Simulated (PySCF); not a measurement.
**Polarisability and C₆ of Te⁺ (tellurium, charge +1)**

[Kr] 4d10 5s1 5p3 5d1, high-spin 6D determinant (an excited configuration). Computed with PySCF 2.14 in x2c-QZVPPall with one added diffuse shell each of s, p, d, f type (14s10p8d5f1g, 128 functions), with the spin-free X2C one-electron Hamiltonian (Gaussian nucleus). Coupled (time-dependent) response in atomic units; α is the mean over directions.

```csv
method,mean α (bohr³),"α xx, yy, zz",C₆ (like pair),S(−4)
PBE,88.14,"115.3, 115.3, 33.91",730.2,14350
```

S(−4) is the Cauchy moment in α(ω) = α(0) + S(−4) ω² + …

Spin-orbit coupling is absent.

α(iu) at PBE:

```csv
u (hartree),α(iu) (bohr³)
0,88.14
0.0500,66.21
0.100,46.19
0.200,28.93
0.300,20.60
0.500,12.21
0.750,7.489
1.00,5.164
1.50,3.037
2.00,2.088
3.00,1.220
5.00,0.5854
```

A single London oscillator, α(iu) = α/(1 + u²/ω²), gives C₆ = (3/4) ω α². Matching the computed C₆ needs ω = 4 × 730.2 / (3 × 88.14²) = 0.125 hartree.

For an ion, C₆ is the dispersion term alone; charge-induced terms of lower order in 1/R come first.

The components differ because the open shell of this determinant is not spherical; for a pure term their mean is the scalar polarisability.

The outer electron is Rydberg-like, and this basis confines it to a smaller radius and binds it less than a complete one would.
